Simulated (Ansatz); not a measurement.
`CB(C)N[SiH3]` + `C=C[SiH2]N` → `C=C[SiH2]N[SiH3]` + `CB(C)N`  (ligand exchange at the Si–N bond)

Program: Ansatz. Geometries: PBE0-D4/def2-TZVP. ΔE: electronic, gas phase. CCSD(T)/CBS is the MP2 limit (def2-TZVPP, def2-QZVPP) plus CCSD(T) − MP2 in def2-TZVPP, frozen cores. Functionals use def2-TZVPP. HSE06 is defined as in plane-wave codes. One conformer a species, not always the lowest.

Task: Is it downhill or uphill in electronic energy at CCSD(T)/CBS, and by how much? (Estimate.)

Result: The calculation gave: Downhill: ΔE = -18.1 kJ/mol.

Task: What do these levels give: LDA (SPW92), PBE-D4, BLYP-D4, HSE06-D4, BHLYP-D4, BLYP, r2SCAN, CAM-B3LYP, CCSD/def2-SVP, MP2/def2-QZVPP, MP2/CBS(def2), CCSD/CBS(def2)? (An estimate is asked.)

Result: Ansatz gave: LDA (SPW92) -16.3, PBE-D4 -17.6, BLYP-D4 -17.4, HSE06-D4 -18.0, BHLYP-D4 -18.7, BLYP -20.5, r2SCAN -17.4, CAM-B3LYP -19.4, CCSD/def2-SVP -22.0, MP2/def2-QZVPP -18.5, MP2/CBS(def2) -18.3, CCSD/CBS(def2) -18.4 kJ/mol.

Largest T1 diagnostic among the species: 0.011.

At CCSD(T), def2-SVP lies −3.8 kJ/mol from the extrapolated value and def2-TZVPP −0.2 kJ/mol. Leaving LDA and LC-ωPBE aside and taking each functional with its dispersion term where it has one, the values, not all of them listed here, spread over 3.3 kJ/mol, from B2PLYP to revPBE-D4.
